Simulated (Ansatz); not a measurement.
## Pulling the pair apart

The pair of H2O (SMILES O, atoms 1–3) and CH3I (SMILES CI, atoms 4–8), both closed shells, in one local arrangement (a lower one may exist), relaxed at PBE0-D4/def2-TZVP:

O1  (0.314, -0.256, -2.030)
H2  (0.393, 0.509, -2.604)
H3  (-0.592, -0.228, -1.703)
C4  (0.205, -0.036, 1.320)
I5  (-1.856, 0.248, 0.845)
H6  (0.527, 0.830, 1.890)
H7  (0.277, -0.946, 1.908)
H8  (0.732, -0.121, 0.374)
(Å)

CH3I is shifted rigidly along the line between the mean atom positions of the two fragments (negative: closer). Counterpoise interaction energies in kcal/mol. Ansatz 0.2.0; basis: def2-TZVPPD; cores frozen in the correlated methods. Filled d shells of the heavier atoms are correlated. Core potentials replace the inner electrons of the atoms past krypton. The def2 sets are not built for correlating such inner shells, so the correlated values are less sure here. B3LYP uses VWN-RPA correlation.

```tsv
shift (Å)	MP2	PBE0-D4	B3LYP-D4
-0.29	-1.64	-2.63	-2.14
-0.14	-2.59	-3.39	-3.05
0.00	-2.96	-3.63	-3.38
0.14	-3.01	-3.56	-3.36
0.35	-2.79	-3.23	-3.06
0.72	-2.12	-2.42	-2.25
1.44	-1.10	-1.24	-1.09
2.88	-0.34	-0.36	-0.32
```

Problem. What does CCSD(T) give at these shifts? (To be estimated.)

Solution. Computed: -1.41, -2.43, -2.85, -2.93, -2.74, -2.10, -1.09, -0.33 kcal/mol. For zero shift, CCSD(T) at an estimated basis limit (MP2 extrapolated from triple and quadruple zeta, plus CCSD(T) − MP2 in triple zeta) gives -3.35 kcal/mol. These are counterpoise interaction energies, counted from the two frozen fragments.

The T1 diagnostic stays at or below 0.009.

For scale, one of the runs: CCSD(T)/def2-TZVPPD, 221 basis functions, launched by `ansatz run in.yaml --threads 4 --pin off --events-out ev --progress --plain --max-ram 9574MiB`. The run took 98 s on 4 CPU threads of an Arm Neoverse V2 (shared host), with 3.9 GiB of host memory at its peak.
